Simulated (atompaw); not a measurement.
## lanthanum: variants of one PAW (atompaw) potential

Base potential:

```
Element                 : La (Z = 57)
Generator               : atompaw 4.2.0.5
Type                    : PAW
Functional              : PBE
Relativity              : scalar-relativistic
Frozen core             : [Xe]
Valence charge          : 3
Reference configuration : 4f0 5d1 6s2 6p0
Partial waves           : 6s (bound): rc 3.00 bohr; 6s channel at 3.45 Ry: rc 3.00 bohr; 6p (bound, empty): rc 3.00 bohr; 6p channel at 1.45 Ry: rc 3.00 bohr; 5d (bound): rc 3.00 bohr; 5d channel at 3.45 Ry: rc 3.00 bohr; 4f (bound, empty): rc 1.25 bohr; 4f channel at 0.95 Ry: rc 1.25 bohr
Local potential         : bessel scheme, radius 2.25 bohr
Core correction         : smooth core density matched at 2.15 bohr
Augmentation charge     : sinc compensation charge, radius 2.30 bohr; PAW radius 3.00 bohr; waves and projectors: custom polynom2 7 10 vanderbiltortho
```

All-electron outer shells of the reference configuration (PBE, scalar-relativistic, ld1.x):

| shell | level (eV) | outermost node (bohr) | outermost maximum (bohr) |
| --- | --- | --- | --- |
| 5s | -38.92 | 0.77 | 1.41 |
| 5p | -22.40 | 0.83 | 1.58 |
| 4f | -4.35 | – | 0.75 |
| 6s | -3.68 | 1.86 | 3.84 |
| 5d | -3.09 | 0.95 | 2.21 |
| 6p | -1.35 | 2.21 | 4.93 |

Cutoffs, loose and tight: the cutoffs (Ry, on a coarse ladder) from which the occupation-weighted sum of valence levels, in a spherical-Bessel basis at the reference potential, stays within 10 and 1 mRy of its value at 400 Ry. They see the waves, projectors and local potential, not the compensation charge or the core. A dash means not determined.

For the base: The cutoffs count occupied waves only; the empty 4f level needs over 300 Ry at the loose tolerance.

A true bound ghost makes a file unfit for plane-wave use even where its test errors are small: the radial tests pick states by their node count and pass the ghost by.

```csv
change,outcome,"cutoff, loose","cutoff, tight",bound ghosts
base,generated,10 Ry,25 Ry,p
"all radii scaled by about 0.82 (s 2.46, p 2.46, d 2.46, f 1.02 bohr); local potential bessel scheme, radius 1.86 bohr; augmentation sinc compensation charge, radius 1.90 bohr; PAW radius 2.46 bohr; waves and projectors: custom polynom2 7 10 vanderbiltortho; core correction smooth core density matched at 1.76 bohr",generated,15 Ry,35 Ry,"s, p"
"all radii scaled by about 1.07 (s 3.22, p 3.22, d 3.22, f 1.34 bohr); local potential bessel scheme, radius 2.42 bohr; augmentation sinc compensation charge, radius 2.48 bohr; PAW radius 3.22 bohr; waves and projectors: custom polynom2 7 10 vanderbiltortho; core correction smooth core density matched at 2.32 bohr",generated,8 Ry,18 Ry,p
"all radii scaled by about 1.11 (s 3.34, p 3.34, d 3.34, f 1.40 bohr); local potential bessel scheme, radius 2.52 bohr; augmentation sinc compensation charge, radius 2.56 bohr; PAW radius 3.34 bohr; waves and projectors: custom polynom2 7 10 vanderbiltortho; core correction smooth core density matched at 2.40 bohr",generated,8 Ry,18 Ry,p
"all radii scaled by about 1.28 (s 3.84, p 3.84, d 3.84, f 1.60 bohr); local potential bessel scheme, radius 2.88 bohr; augmentation sinc compensation charge, radius 2.94 bohr; PAW radius 3.84 bohr; waves and projectors: custom polynom2 7 10 vanderbiltortho; core correction smooth core density matched at 2.76 bohr",generated,6 Ry,15 Ry,none
```

(1) What comes out with this change to the base: all radii scaled by about 0.91 (s 2.72, p 2.72, d 2.72, f 1.14 bohr); local potential bessel scheme, radius 2.04 bohr; augmentation sinc compensation charge, radius 2.08 bohr; PAW radius 2.72 bohr; waves and projectors: custom polynom2 7 10 vanderbiltortho; core correction smooth core density matched at 1.94 bohr?

(2) What comes out with this change to the base: all radii scaled by about 0.75 (s 2.26, p 2.26, d 2.26, f 0.94 bohr); local potential bessel scheme, radius 1.70 bohr; augmentation sinc compensation charge, radius 1.74 bohr; PAW radius 2.26 bohr; waves and projectors: custom polynom2 7 10 vanderbiltortho; core correction smooth core density matched at 1.62 bohr?

(3) What comes out with this change to the base: all radii scaled by about 1.23 (s 3.68, p 3.68, d 3.68, f 1.54 bohr); local potential bessel scheme, radius 2.76 bohr; augmentation sinc compensation charge, radius 2.82 bohr; PAW radius 3.68 bohr; waves and projectors: custom polynom2 7 10 vanderbiltortho; core correction smooth core density matched at 2.64 bohr?

Answers

(1) outcome: generated; cutoff, loose: 12 Ry; cutoff, tight: 30 Ry; bound ghosts: s, p.

(2) outcome: generated; cutoff, loose: 10 Ry; cutoff, tight: 15 Ry; bound ghosts: s, p.

(3) outcome: generated; cutoff, loose: 8 Ry; cutoff, tight: 15 Ry; bound ghosts: none.

Reading the sweep of the scale of all radii (base = 1) (base included, trends over the rows without a ghost): Bound ghosts are found at 0.75, 0.82, 0.91, 1, 1.07, 1.11.
